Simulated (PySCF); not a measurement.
A structure optimised at PBE0-D3(BJ)/def2-TZVPD, used in a PySCF frequency run:

```
Ag
Cl 1 2.2884
```
Charge 0, spin multiplicity 1.

Problem. Write its SMILES, formula and point group.

Solution. [Cl][Ag], AgCl, C∞v

Problem. What are its rotational constants (standard atomic weights)?

Solution. 3.6168 GHz (linear rotor, B only)
